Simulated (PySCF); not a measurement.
3-chloro-1H-silole (C4H5ClSi), SMILES C1[SiH2]C=C(C=1)Cl.

The structure is a stationary point at B3LYP-D3(BJ)/def2-SVP.

Level of theory: CAM-B3LYP/def2-TZVP (PySCF).

The molecule is in vacuum.

```json
{
  "total_energy": "-905.09448 hartree",
  "point_group": "Cs",
  "highest_occupied_level": "-8.23 eV",
  "lowest_empty_level": "-0.70 eV",
  "orbital_gap": "7.53 eV",
  "dipole_moment": "1.26 D",
  "quadrupole, principal values (traceless, Buckingham form, about the centre of nuclear charge)": "-4.26, -1.39, 5.65 D·Å",
  "mean_static_polarisability": "81.0 bohr³ (12.00 Å³)",
  "polarisability_principal_values": "54.3, 77.5, 111.2 bohr³"
}
```
